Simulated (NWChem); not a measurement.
System: AlPH4; SMILES [PH2][AlH2]

The following NWChem deck was run.

```
start job
memory heap 200 mb stack 900 mb global 1100 mb
geometry units angstroms noautoz
  Al     0.102843     1.281664    -0.028067
  H     -1.202305     1.976026     0.556902
  H      1.317905     2.145687    -0.580360
  P      0.152845    -1.032891    -0.260267
  H     -0.410613    -1.305519     1.023225
  H      1.512824    -1.176260     0.151064
end
basis spherical
  Al library 6-31+g*
  H library 6-31+g*
  P library 6-31+g*
end
dft
  xc xcamb88 1.00 lyp 0.81 vwn_5 0.19 hfexch 1.00
  cam 0.33 cam_alpha 0.19 cam_beta 0.46
  iterations 150
end
tddft
  cis
  nroots 8
  notriplet
end
task tddft energy
```

Structure relaxed at the PBE0/def2-SVP level.

Vertical excitations in the gas phase.

Task: What results follow from this input? (CAM-B3LYP/6-31+G* (spherical d), TDA.) Quantities: lowest excitation, singlet (eV); oscillator strength of that lowest state; lowest state with f > 0.02, singlet (eV); oscillator strength of that bright state; orbital gap (eV).

Result: 
```json
{
  "lowest excitation, singlet (eV)": "4.61",
  "oscillator_strength_of_that_lowest_state": "0.035",
  "lowest state with f > 0.02, singlet (eV)": "4.61",
  "oscillator_strength_of_that_bright_state": "0.035",
  "orbital gap (eV)": "7.61"
}
```
